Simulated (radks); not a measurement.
The numbers below are computed, except where a source is named.
All-electron atom: the zirconium ion Zr3+ in [Kr] 4d1.

Level of theory: scalar-relativistic Kohn-Sham, BLYP, spin-polarised, spherical densities, point nucleus; open shells are filled with parallel spins first (spin-orbit coupling, left out, can overturn this in heavy ions) (a radial shooting solver on a logarithmic mesh with Libxc functionals).

Energy parts (hartree):
part                       energy
total                 -3597.48122
kinetic                3699.25286
electron-nucleus      -8624.29500
Hartree                1441.25483
exchange-correlation   -113.69391

Orbitals (lengths in bohr, moments of r in powers of bohr; <r^-3> diverges for s and p1/2):
orbital  occ.  eigenvalue (hartree)  <r^-3>   <1/r>
1s down     1             -656.2146       -   41.26
1s up       1             -656.2145       -   41.26
2s up       1             -91.80615       -   9.250
2s down     1             -91.80246       -   9.250
2p up       3             -81.98945    2155   9.014
2p down     3             -81.98673    2155   9.014
3s up       1             -15.88253       -   3.140
3s down     1             -15.88045       -   3.139
3p up       3             -12.68596   346.6   2.981
3p down     3             -12.68366   346.5   2.981
3d up       5              -7.43778   45.09   2.741
3d down     5              -7.43427   45.09   2.741
4s up       1              -3.00144       -   1.126
4s down     1              -2.97778       -   1.130
4p up       3              -2.17979   46.95  0.9941
4p down     3              -2.15299   47.38  0.9974
4d up       1              -1.04667   3.426  0.7086
4d down     0              -1.01851   3.409  0.7055

The highest occupied level is 4d up at -28.481 eV. Spin moment in Bohr magnetons: 1. For comparison, the ionisation energy in NIST's Atomic Spectra Database is 34.418 eV (measured). In exact Kohn-Sham theory the highest level is minus the ionisation energy, but local and semilocal functionals leave it too shallow, through self-interaction and a potential that decays too fast; potentials with the right tail come closer. The density falls to 0.001 e/bohr^3 at r = 3.25 bohr.
